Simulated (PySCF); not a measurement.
Job file and geometry (Å, from GFN2-xTB) of an NMR shielding run on `C[SiH2][Si@H](O)[SiH2][SiH3]`, CH12OSi4, GIAO PBE0/pcSseg-1 NMR shielding, non-relativistic, gas phase in PySCF 2.14.0, density-fitted response routines; density fitting, a coarse starting grid and PySCF grid level 2 are the driver's defaults:

```
$ OMP_NUM_THREADS=1 python probes_run.py task.json out

{"job": {"kind": "nmr", "xc": "PBE0", "basis": "pcSseg-1"}, "charge": 0, "multiplicity": 1}
C      1.591276     1.596613    -0.712308
Si     2.125641    -0.141623    -0.168654
Si     0.439572    -1.026736     1.156400
O      0.847352    -2.534501     1.657257
Si    -1.683899    -1.046475     0.187961
Si    -2.503245     1.013175    -0.457122
H      0.662181     1.569886    -1.275841
H      1.432044     2.245769     0.144446
H      2.342433     2.064364    -1.341058
H      3.455017    -0.023393     0.454102
H      2.370159    -0.930118    -1.394314
H      0.395641    -0.403726     2.486813
H      0.920786    -3.275102     1.064604
H     -1.654257    -1.936703    -0.995449
H     -2.680234    -1.725131     1.037342
H     -2.168039     1.322846    -1.849897
H     -1.942561     2.100894     0.351800
H     -3.958627     1.136280    -0.357736
```

**Question.** Write the output of this run.

**Answer.** 
```
coarse grid: 16112 points
cycle   1  E = -1277.7147450671  dE =  1.033e-01  |g| = 7.706e-01  |ddm| = 3.681e+00
cycle   2  E = -1277.5235532140  dE =  1.912e-01  |g| = 1.245e+00  |ddm| = 2.096e+00
cycle   3  E = -1277.8254269573  dE = -3.019e-01  |g| = 1.135e-01  |ddm| = 1.621e+00
cycle   4  E = -1277.8277471799  dE = -2.320e-03  |g| = 5.127e-02  |ddm| = 1.549e-01
cycle   5  E = -1277.8284175656  dE = -6.704e-04  |g| = 5.880e-03  |ddm| = 4.530e-02
cycle   6  E = -1277.8284257714  dE = -8.206e-06  |g| = 8.442e-04  |ddm| = 6.984e-03
final grid: 134584 points
cycle   7  E = -1277.8696674377  dE = -1.813e-05  |g| = 7.643e-03  |ddm| = 2.204e-02
cycle   8  E = -1277.8696544894  dE =  1.295e-05  |g| = 1.102e-02  |ddm| = 1.581e-02
cycle   9  E = -1277.8696792511  dE = -2.476e-05  |g| = 8.873e-04  |ddm| = 1.028e-02
cycle  10  E = -1277.8696793889  dE = -1.377e-07  |g| = 2.278e-04  |ddm| = 9.237e-04
cycle  11  E = -1277.8696794012  dE = -1.229e-08  |g| = 3.005e-05  |ddm| = 2.148e-04
cycle  12  E = -1277.8696794014  dE = -1.969e-10  |g| = 9.036e-06  |ddm| = 5.580e-05
converged SCF energy = -1277.8696794014

GIAO shielding tensors (ppm)
atom      isotropic    diamagn.    paramagn.     s11        s22        s33       span
  0 C      197.897     255.335     -57.439    190.398    198.979    204.313     13.915
  1 Si     428.910     881.282    -452.372    402.105    415.445    469.181     67.076
  2 Si     354.990     878.582    -523.592    274.075    327.978    462.917    188.843
  3 O      330.157     384.462     -54.305    273.588    335.620    381.263    107.674
  4 Si     481.268     882.319    -401.050    462.100    479.065    502.640     40.541
  5 Si     472.134     880.719    -408.585    461.870    473.779    480.753     18.883
  6 H       32.061      34.270      -2.209     26.596     30.067     39.520     12.924
  7 H       31.918      32.189      -0.271     28.067     29.170     38.516     10.449
  8 H       31.467      29.063       2.404     26.279     28.070     40.052     13.774
  9 H       27.590      29.373      -1.783     24.094     25.414     33.261      9.167
 10 H       27.734      30.499      -2.766     25.242     25.561     32.397      7.155
 11 H       25.728      29.762      -4.034     22.871     25.570     28.742      5.871
 12 H       31.927      31.594       0.332     23.681     27.703     44.396     20.715
 13 H       28.321      30.833      -2.512     25.502     25.978     33.483      7.982
 14 H       28.141      29.907      -1.766     24.325     25.713     34.385     10.060
 15 H       28.371      30.061      -1.690     25.054     26.671     33.388      8.334
 16 H       28.554      30.311      -1.757     24.891     27.598     33.172      8.282
 17 H       28.244      28.990      -0.746     24.513     25.506     34.714     10.201
```

**Question.** Turn these shieldings into chemical shifts. References, each an isolated molecule treated in the same way: 13C (186.93 ppm), 29Si (349.16 ppm), 1H (31.72 ppm) vs TMS; H2O for 17O (336.08 ppm).

**Answer.** Averaging equivalent atoms: C 0: -11.0; Si 2: -5.8; Si 1: -79.8; Si 5: -123.0; Si 4: -132.1; O 3: 5.9; H 11: 5.99; H 9: 4.13; H 10: 3.98; H 14: 3.58; H 13: 3.40; H 15/16/17: 3.33; H 6/7/8: -0.10; H 12: -0.21 ppm. Experimental scales use liquid or dissolved standards, which lie at an offset from isolated H2O (liquid H2O: subtract about 36 ppm).

Size and cost of the density-fitted run: 190 basis functions, 27 s wall time on 1 thread of an Arm Neoverse V1, shared host; peak memory 0.9 GiB.
